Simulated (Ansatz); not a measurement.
Geometry optimisation, Ansatz 0.2.0, RKS PBE-D4/def2-SVP.

Input:

```yaml
crystal:
  periodic: [false, false, false]
  atoms:
    - { symbol: Sn, position_ang: [0.480163, 0.474785, -0.442942] }
    - { symbol: H, position_ang: [-0.125802, -0.012516, 2.399787] }
    - { symbol: Cl, position_ang: [2.282879, -0.219262, -1.786874] }
    - { symbol: Cl, position_ang: [-1.201079, 1.566426, -1.69101] }
    - { symbol: O, position_ang: [-0.369286, -1.219014, 0.207574] }
    - { symbol: H, position_ang: [-1.269182, -1.252946, -0.146571] }
    - { symbol: "N", position_ang: [1.27745, 1.934509, 0.811591] }
    - { symbol: H, position_ang: [1.932772, 1.507922, 1.480715] }
    - { symbol: H, position_ang: [0.514968, 2.363258, 1.353686] }
    - { symbol: H, position_ang: [0.248917, 0.601939, 2.342742] }
basis:
  gaussian: { orbitals: def2-SVP }
hamiltonian:
  xc: pbe
  dispersion: d4
relax:
  f_tol: 0.03
  max_steps: 50
```

Launched with:

```bash
$ ansatz run input.yaml --threads 4 --pin off --max-ram 5120MiB --backend cpu --events-out ev --progress --plain --runs-dir out
```

Q: Where does it end, and by what steps?

A: The run converged. The force dipped under the threshold on the way, but the program's further checks kept it going. After 27 steps the energy has fallen by 0.340 eV; H10 moved furthest, 1.28 Å.

```tsv
step	energy less start (eV)	largest force component (eV/Å)	accepted
0	0.0000	1.646	yes
1	-0.1653	0.189	yes
2	-0.2117	0.247	yes
3	-0.2405	0.171	yes
4	-0.2542	0.519	yes
5	-0.2917	0.130	yes
6	-0.3014	0.166	yes
7	-0.3046	0.391	yes
8	-0.2621	1.415	no
9	-0.3129	0.069	yes
10	-0.3112	0.404	no
11	-0.3148	0.022	yes
12	-0.3164	0.075	yes
13	-0.3182	0.187	yes
14	-0.3176	0.457	no
15	-0.3213	0.086	yes
16	-0.3237	0.058	yes
17	-0.3260	0.170	yes
18	-0.3255	0.463	no
19	-0.3287	0.106	yes
20	-0.3315	0.103	yes
21	-0.3338	0.203	yes
22	-0.3350	0.306	yes
23	-0.3373	0.139	yes
24	-0.3388	0.064	yes
25	-0.3396	0.025	yes
26	-0.3399	0.045	yes
27	-0.3400	0.025	yes
```

```xyz
10
Properties=species:S:1:pos:R:3
Sn 0.518 0.621 -0.633
H -0.507 -0.107 2.665
Cl 2.254 -0.168 -2.033
Cl -1.151 1.500 -2.046
O -0.318 -0.864 0.413
H -1.065 -1.253 -0.086
N 1.205 2.006 0.702
H 2.215 2.149 0.552
H 1.093 1.607 1.648
H -0.473 0.254 3.347
```

Whether the end is a true minimum wasn't checked by a vibrational analysis.

The run took 44 s on 4 threads of Arm Neoverse V2, with other jobs on the host, peak memory 0.17 GiB.
